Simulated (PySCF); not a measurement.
Positional isomers: benzothiophene cyano+silyl. All species are isolated molecules in the gas phase. Strings in code marks are SMILES. All members: neutral, multiplicity 1. Level: PBE-D3(BJ)/def2-TZVP // PBE-D3(BJ)/def2-SVP (PySCF). Delta-SCF ions had no search for a lower state.  The removal energy is E(N − 1 electrons) − E(N electrons) at the parent's geometry; ε(HOMO) is measured against the vacuum level.

| species | −ε(HOMO) (eV) | vertical ionisation energy (Delta-SCF) (eV) |
|---|---|---|
| `N#Cc1c([SiH3])sc2ccccc12` | 6.00 | 8.24 |
| `N#Cc1cc([SiH3])cc2sccc12` | 6.05 | withheld |
| `N#Cc1cc([SiH3])cc2ccsc12` | 6.06 | 8.33 |
| `N#Cc1cc2sccc2cc1[SiH3]` | 6.06 | 8.31 |
| `N#Cc1cc([SiH3])c2ccsc2c1` | 6.09 | 8.32 |
| `N#Cc1cc2c([SiH3])cccc2s1` | 6.14 | 8.37 |

### Question
Fit vertical ionisation energy (Delta-SCF) = a + b·x to the 5 complete rows by least squares, with x = −ε(HOMO) in eV. Give a, b and the rms residual, and predict the withheld value.

### Answer
Means of the 5 rows: x̄ = 6.07, ȳ = 8.314 eV. Σ(x − x̄)² = 0.0104 and Σ(x − x̄)(y − ȳ) = 0.0091, so b = 0.875 and a = ȳ − b·x̄ = 3.003 eV. The rms residual is 0.014 eV. At x = 6.05 the line gives 8.30 eV. The run for `N#Cc1cc([SiH3])cc2sccc12` gave 8.29 eV, so the line is off by 0.01 eV, within twice the rms residual.

Codes: PySCF.
